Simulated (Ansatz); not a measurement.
`ClBCCl` and `FCBCl` differ in one atom or group.

Ansatz, PBE0-D4/def2-TZVP geometries, multiplicity 1. Each molecule was computed in one conformer, which needn't be the lowest.

```csv
property,`ClBCCl`
size of the dipole moment (PBE/def2-TZVPP) / D,1.55
HOMO–LUMO gap (PBE0/def2-TZVPP) / eV,6.81
size of the dipole moment (B3LYP/def2-TZVPP) / D,1.66
HOMO energy (PBE0/def2-TZVPP) / eV,-8.44
zero-point energy (PBE0-D4/def2-TZVP) / kJ/mol,111.5
HOMO–LUMO gap (PBE/def2-TZVPP) / eV,4.48
```

(1) What does the change do to each property? (Estimate.)

Answers

(1) Ansatz gave: 
| property | `FCBCl` | shift |
| --- | --- | --- |
| size of the dipole moment (PBE/def2-TZVPP) / D | 1.77 | 0.22 |
| HOMO–LUMO gap (PBE0/def2-TZVPP) / eV | 7.11 | 0.30 |
| size of the dipole moment (B3LYP/def2-TZVPP) / D | 1.97 | 0.31 |
| HOMO energy (PBE0/def2-TZVPP) / eV | -8.63 | -0.19 |
| zero-point energy (PBE0-D4/def2-TZVP) / kJ/mol | 113.9 | 2.4 |
| HOMO–LUMO gap (PBE/def2-TZVPP) / eV | 4.67 | 0.19 |

With PBE0 the HOMO falls by 0.19 eV and the LUMO rises by 0.11 eV, so the gap widens by about 0.30 eV. PBE moves the HOMO by -0.09 eV and ωB97M-V by -0.25 eV. Dipoles are sizes alone; their direction can turn.

B3LYP here is the variant with VWN-RPA as its local correlation; programs differ in this.
